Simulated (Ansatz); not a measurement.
Au₂Se, relaxed as a quintet with UKS r2SCAN-D4/def2-TZVP in Ansatz, starting from the r2SCAN-D4/def2-TZVP geometry of the neutral singlet. Force threshold 0.02 eV/Å.

In the def2 sets Au takes a core potential; there is no spin–orbit coupling. The relaxation made no stability test and no search for a lower SCF solution. At r2SCAN-D4/def2-TZVP a singlet of charge 0 lies 2.61 eV below the quintet, each at its own geometry. The structure comes from a short search, and lower isomers may exist.

Start:

| atom | x (Å) | y (Å) | z (Å) |
| --- | --- | --- | --- |
| Au1 | 1.4007 | 0.8120 | -0.4914 |
| Au2 | -1.5310 | -0.4298 | -0.5781 |
| Se3 | 0.1303 | -0.3823 | 1.0695 |

(1) Estimate the energy that the relaxation releases and the steps that it takes.

(2) Does the start keep its bonding and symmetry?

(3) Predict the relaxed structure.

Answers

(1) 0.64 eV, in 6 steps; 26 s on 4 threads of Arm Neoverse V1 on a shared host. No frequencies were taken in this run, so the end may be a saddle point.

(2) By distances, no bond broke or formed, bridged metal pairs apart. The bond that changes most is Au2–Se3, from 2.34 to 2.54 Å (atoms count from 1). Metal–metal contacts that move far: Au1–Au2 3.19 to 2.65 Å. Point group C2v at the start, C2v at the end, both within 0.05 Å.

(3) 
```xyz
3

Au    1.136    0.758   -0.641
Au   -1.301   -0.274   -0.713
Se    0.165   -0.484    1.355
```
Bond lengths (bridged metal pairs left out): 2 × Au–Se 2.54 Å.
